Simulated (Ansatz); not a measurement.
arsine (SMILES [AsH3]) moved off its minimum; all values from Ansatz (a first-principles code), cores frozen in correlated methods.
(charge 0, multiplicity 1)
```xyz
4

As     0.0286    -0.0117     0.0540
H     -0.7289    -1.0788    -0.8232
H     -0.5479     1.1279    -0.7804
H      1.2638    -0.1201    -0.7950
```

### Question
Give the forces (eV/Å), the total energy and the dipole at CCSD(T)/aug-cc-pVTZ.

### Answer

```tsv
atom	Fx	Fy	Fz
As1	-0.779	-0.541	-0.226
H2	0.378	0.496	0.473
H3	0.053	0.034	0.004
H4	0.348	0.011	-0.251
```
Energy -2236.1659 hartree, dipole 0.30 D.
